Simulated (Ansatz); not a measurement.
C3H11FSi2, singlet, geometry from GFN2-xTB, atoms displaced at random by about 0.03 Å a coordinate; B3LYP/STO-3G, gradient (Ansatz, a first-principles code).

The Ansatz input:
Ansatz 0.2 input:
```yaml
crystal:
  periodic: [false, false, false]
  atoms:
    - {symbol: Si, position_ang: [1.84269914, -0.35425264, 0.36322668]}
    - {symbol: F, position_ang: [1.29826217, 1.01032150, 1.21646563]}
    - {symbol: C, position_ang: [0.37527149, -1.44238115, 0.07917712]}
    - {symbol: C, position_ang: [-0.57219620, -1.05871364, -1.12151026]}
    - {symbol: Si, position_ang: [-1.40934958, 0.63025054, -0.97760252]}
    - {symbol: C, position_ang: [-2.20443287, 0.76208159, 0.67292781]}
    - {symbol: H, position_ang: [2.81251739, -0.85591911, 1.39825725]}
    - {symbol: H, position_ang: [2.48871608, 0.17516444, -0.74914904]}
    - {symbol: H, position_ang: [0.74753422, -2.50638785, -0.06555114]}
    - {symbol: H, position_ang: [-0.25911926, -1.52938965, 0.98001591]}
    - {symbol: H, position_ang: [-1.26720077, -1.81443285, -1.28897754]}
    - {symbol: H, position_ang: [0.10758906, -1.07953307, -1.97662577]}
    - {symbol: H, position_ang: [-2.37653459, 0.62720215, -1.99353565]}
    - {symbol: H, position_ang: [-0.41574340, 1.75048939, -1.15793142]}
    - {symbol: H, position_ang: [-2.86988640, 1.70293094, 0.80316180]}
    - {symbol: H, position_ang: [-2.86519256, -0.06058726, 0.98683145]}
    - {symbol: H, position_ang: [-1.51745275, 0.89991139, 1.51911312]}
basis:
  gaussian:
    orbitals: STO-3G
hamiltonian:
  xc: b3lyp
output: {forces: true}
```

It wrote (shortened):

```
Functional definition: B3LYP
633 factors; integrals over basis functions are off by at most 4.4e-5 eV
mean field evaluation 1: about -21500.7511 eV, gradient 2.5e1 eV
mean field evaluation 2: about -21500.7251 eV, gradient 2.7e1 eV
mean field evaluation 4: about -21503.1189 eV, gradient 7.5e-1 eV
mean field evaluation 8: about -21503.0526 eV, gradient 2.0e-2 eV
mean field -21503.05256141 eV, -790.2226063394 hartree, gradient 1.7e-5 eV, S^2 0.000000; 0 other end points of the search recorded, 0 dependent functions left out
the calculation of the forces begins
reference -21503.05278960 eV, -790.2226147251 hartree; 33, 33 occupied and 16, 16 virtual orbitals, 633 factors
Total energy: -21503.05278960 eV, -790.2226147251 hartree
Atom 0 at     1.842699    -0.354253     0.363227 Å, force    -0.018972     1.960471     4.252926 eV/Å
Atom 1 at     1.298262     1.010322     1.216466 Å, force     0.048885    -0.799559    -0.827368 eV/Å
Atom 2 at     0.375271    -1.442381     0.079177 Å, force    -0.920360    -2.408033    -0.214193 eV/Å
Atom 3 at    -0.572196    -1.058714    -1.121510 Å, force     3.126764     2.007832     0.603730 eV/Å
Atom 4 at    -1.409350     0.630251    -0.977603 Å, force     1.873705     0.270418     0.110236 eV/Å
Atom 5 at    -2.204433     0.762082     0.672928 Å, force    -2.144406     2.360345     2.254679 eV/Å
Atom 6 at     2.812517    -0.855919     1.398257 Å, force    -0.540230    -0.340302    -1.275360 eV/Å
Atom 7 at     2.488716     0.175164    -0.749149 Å, force     0.794874     0.051446    -1.636386 eV/Å
Atom 8 at     0.747534    -2.506388    -0.065551 Å, force    -0.390384     1.076426    -0.120234 eV/Å
Atom 9 at    -0.259119    -1.529390     0.980016 Å, force     0.380389     0.332739     0.173149 eV/Å
Atom 10 at    -1.267201    -1.814433    -1.288978 Å, force    -1.971020    -1.959637    -0.205887 eV/Å
Atom 11 at     0.107589    -1.079533    -1.976626 Å, force    -0.200013     0.227587    -0.704494 eV/Å
Atom 12 at    -2.376535     0.627202    -1.993536 Å, force    -0.848234     0.348334    -0.880958 eV/Å
Atom 13 at    -0.415743     1.750489    -1.157931 Å, force    -0.972122    -1.071737     0.078112 eV/Å
Atom 14 at    -2.869886     1.702931     0.803162 Å, force     1.047319    -1.555317    -0.790606 eV/Å
Atom 15 at    -2.865193    -0.060587     0.986831 Å, force     0.165834    -0.211475    -0.514526 eV/Å
Atom 16 at    -1.517453     0.899911     1.519113 Å, force     0.567972    -0.289538    -0.302819 eV/Å
Dipole moment:    -0.008635    -0.202008    -0.161300 e Å
```
